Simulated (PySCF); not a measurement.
## Polarisability and C₆ of Ni⁺ (nickel, charge +1)

[Ar] 3d9, 2D determinant. Calculation: PySCF 2.14, in aug-cc-pVTZ with one added diffuse shell each of s, p, d, f, g type (9s8p6d4f3g, 118 functions); no relativity, point nucleus. Coupled (time-dependent) response in atomic units; α is the mean over directions.

```tsv
method	mean α (bohr³)	α xx, yy, zz	C₆ (like pair)	S(−4)
UHF	5.904	5.599, 5.599, 6.514	19.38	24.90
PBE	9.295	8.738, 8.738, 10.41	32.45	85.06
```

S(−4) is the Cauchy moment in α(ω) = α(0) + S(−4) ω² + …

α(iu) at UHF:

```tsv
u (hartree)	α(iu) (bohr³)
0	5.904
0.0500	5.843
0.100	5.673
0.200	5.133
0.300	4.533
0.500	3.550
0.750	2.742
1.00	2.210
1.50	1.556
2.00	1.169
3.00	0.7386
5.00	0.3781
```

For an ion, C₆ is the dispersion term alone; charge-induced terms of lower order in 1/R come first.

The components differ because the open shell of this determinant is not spherical; for a pure term their mean is the scalar polarisability.
